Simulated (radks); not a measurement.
Results of a calculation; reference values are marked as such.
Problem. All-electron atom: Nd2+ in [Xe] 4f3 7d1 (not the ground configuration). Level of theory: scalar-relativistic Kohn-Sham, PBE, spin-polarised, spherical densities, finite nucleus; open shells are filled with parallel spins first (spin-orbit coupling, left out, can overturn this in heavy ions); Fermi nuclear charge, rms radius 4.9123 fm (a radial shooting solver on a logarithmic mesh with Libxc functionals). Some entries of the table are withheld. Estimate them.

| orbital | occ. | eigenvalue (hartree) | <1/r> (bohr^-1) |
|---|---|---|---|
| 1s down | 1 | -1595.813 | 66.04 |
| 1s up | 1 | -1595.813 | 66.04 |
| 2s up | 1 | -258.9537 | 15.26 |
| 2s down | 1 | -258.9533 | 15.26 |
| 2p up | 3 | -231.6050 | 14.39 |
| 2p down | 3 | -231.6047 | 14.39 |
| 3s up | 1 | -57.00197 | 5.561 |
| 3s down | 1 | -56.96868 | 5.563 |
| 3p up | 3 | -48.37550 | 5.254 |
| 3p down | 3 | -48.34237 | 5.257 |
| 3d up | 5 | -36.39988 | 4.986 |
| 3d down | 5 | -36.37421 | 4.988 |
| 4s up | 1 | -12.17489 | 2.330 |
| 4s down | 1 | -12.08550 | 2.331 |
| 4p up | 3 | -9.34413 | 2.148 |
| 4p down | 3 | -9.25435 | 2.149 |
| 4d up | 5 | -5.31697 | 1.882 |
| 4d down | 5 | -5.22697 | 1.882 |
| 5s up | 1 | -2.37500 | 0.9251 |
| 5s down | 1 | -2.32200 | 0.9159 |
| 5p up | 3 | (1) | (2) |
| 5p down | 3 | (3) | (4) |
| 4f up | 3 | -1.03793 | 1.345 |
| 4f down | 0 | -0.95722 | 1.328 |
| 7d up | 1 | (5) | 0.1392 |

Solution. 
(1) 5p up eigenvalue (hartree): -1.65820
(2) 5p up <1/r> (bohr^-1): 0.7965
(3) 5p down eigenvalue (hartree): -1.61731
(4) 5p down <1/r> (bohr^-1): 0.7868
(5) 7d up eigenvalue (hartree): -0.18745
